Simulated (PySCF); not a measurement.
Ge(F)2(SH)2 (F₂GeH₂S₂), SMILES [F][Ge]([F])([SH])[SH]. Heavy atoms are numbered as in [F:1][Ge:2]([F:3])([SH:4])[SH:5]. Hydrogens are named by the atom that carries them.

The structure is a stationary point at ωB97X-D3(BJ)/def2-SVP. The structure was generated by enumeration, and PubChem lists no compound with its InChIKey, so it may never have been made. Other conformers were not sampled.

All values below come from B3LYP/pcSseg-1 in PySCF.

GIAO shieldings, no solvent; atoms alike by connectivity are averaged. δ = σ(ref) − σ: ¹⁹F against CFCl3 (σ = 161.7 ppm); ⁷³Ge against GeH4 (σ = 1631.8 ppm); ³³S against H2S (σ = 695.8 ppm); ¹H against TMS (σ = 31.68 ppm), references at their B3LYP-D3(BJ)/def2-TZVP geometries, non-relativistic.

```
nucleus    atoms  count  δ (ppm)
-------  -------  -----  -------
¹⁹F           F1      2   -117.9
⁷³Ge         Ge2      1    448.4
³³S      S4 (SH)      2    103.1
¹H       H on S4      2     1.41
```
